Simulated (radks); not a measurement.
The numbers below are computed, except where a source is named.
Initial-state core-level shifts of neutral hafnium when its valence configuration changes from [Xe] 4f14 5d2 6s2. Level of theory: Dirac Kohn-Sham, PBEsol, spin-unpolarised, spherical densities, finite nucleus; open shells fill j = l - 1/2 first; Fermi nuclear charge, rms radius 5.347 fm (a radial shooting solver on a logarithmic mesh with Libxc functionals). Shifts are changes of the shell-averaged eigenvalues in eV (positive: less bound); the change of the density at the nucleus, which sets a Mossbauer isomer shift, is in e/bohr^3, on a base of 1.207e+06.

| valence | 2s | 3d | 4p | 4d | density at nucleus |
|---|---|---|---|---|---|
| 4f14 5d2 6s1 6p1 | -1.242 | -1.242 | -1.245 | -1.245 | -51.4 |
| 4f12 5d4 6s1 6p1 | -19.204 | -21.390 | -19.687 | -18.962 | +86.4 |
| 4f14 5d4 | +2.476 | +2.453 | +2.469 | +2.489 | -117.2 |
| 4f13.5 5d2.5 6s2 | -4.206 | -4.689 | -4.375 | -4.216 | +34.6 |
| 4f14 5d1 6s2 6p1 | -3.321 | -3.289 | -3.299 | -3.312 | +23.9 |
| 4f12 5d2 6s2 6p2 | -25.984 | -28.088 | -26.338 | -25.629 | +209.7 |
| 4f13 5d3 6s2 | -8.599 | -9.607 | -8.905 | -8.572 | +70.6 |
| 4f14 6s2 6p2 | -7.065 | -6.978 | -6.992 | -7.021 | +53.5 |
| 4f13 5d2 6s2 6p1 | -12.226 | -13.205 | -12.501 | -12.177 | +97.3 |
